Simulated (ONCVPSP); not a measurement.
**V: one change to an ONCV potential, before and after**

vanadium, optimised norm-conserving Vanderbilt (ONCV), made with ONCVPSP 4.0.1 (PBE, scalar-relativistic). Core [Ne], reference 3s2 3p6 3d3 4s2. Waves: 3s+4s: rc 1.35 bohr, ncon 5, nbas 10, qcut 10.3 1/bohr, 2 projectors; 3p: rc 1.45 bohr, ncon 4, nbas 7, qcut 8.2 1/bohr, 2 projectors, debl 2.8 Ha; 3d: rc 1.35 bohr, ncon 4, nbas 9, qcut 13.8 1/bohr, 2 projectors, debl 3.8 Ha; f scattering state at 0.07 Ha: rc 1.25 bohr, ncon 4, nbas 9, qcut 7.8 1/bohr, 2 projectors, debl 3.6 Ha. Local part: polynomial inside 1.20 bohr (lpopt 5, dvloc0 0 Ha). Core correction: Teter function, fcfact 5.25, rcfact 1.05.

All-electron outer shells of the reference configuration (PBE, scalar-relativistic, ld1.x):

| shell | level (eV) | outermost node (bohr) | outermost maximum (bohr) |
| --- | --- | --- | --- |
| 2p | -503.16 | – | 0.21 |
| 3s | -70.24 | 0.38 | 0.82 |
| 3p | -44.04 | 0.35 | 0.84 |
| 3d | -5.16 | – | 0.90 |
| 4s | -4.70 | 1.17 | 2.76 |

Change: d: rc 0.88; local potential polynomial inside 0.88 bohr (lpopt 5, dvloc0 0 Ha).

Cutoffs: the cutoffs (Ha) at which the residual kinetic energy of the hardest occupied pseudo-wave falls to 1 and 0.1 mHa per electron; they do not see the model core or the augmentation charge, which bear on the density cutoff. Errors are all-electron minus pseudo energies relative to the spin-unpolarised reference configuration.

Task: Predict the effect on cutoff, ghosts and configuration errors.

Result: The potential gets harder (58 Ha and 68 Ha → 81 Ha and 97 Ha); of the 4 tests that both files solve, the error grows in 0 and shrinks in 2 by more than 15 % and 0.3 meV (median size 3.5 → 2.4 meV); neither file shows a bound ghost. A smaller radius makes the pseudo-wave follow the all-electron one further in, where it bends more sharply, so more plane waves are needed.

```csv
quantity,base,changed
"cutoff, loose",58 Ha,81 Ha
"cutoff, tight",68 Ha,97 Ha
loose cutoff by channel,"s 37 Ha, p 23 Ha, d 58 Ha","s 37 Ha, p 23 Ha, d 81 Ha"
bound ghosts,none,none
GHOST(+) flags under 300 eV,none,none
"error for 3s2 3p6 3d3 4s1, meV [ΔE 7.74 eV]",-0.3,-0.4
"error for 3s2 3p6 3d3 4s0, meV [ΔE 22.03 eV]",-0.4,-0.7
"error for 3s2 3p6 3d2 4s0, meV [ΔE 50.93 eV]",+6.5,+4.1
"error for 3s2 3p6 3d2 4s2, meV [ΔE 10.97 eV]",+10,+7.4
s: phases at 1.37 bohr within 0.05 rad from the reference energy up to (Ha; the scan ends near 5),to the end of the scan,to the end of the scan
p: phases at 1.47 bohr within 0.05 rad from the reference energy up to (Ha; the scan ends near 5),to the end of the scan,to the end of the scan
f: phases at 1.27 bohr within 0.05 rad from the reference energy up to (Ha; the scan ends near 5),to the end of the scan,to the end of the scan
"rms error of d²Exc/dni dnj with the model core, mHa",1.39,1.34
```
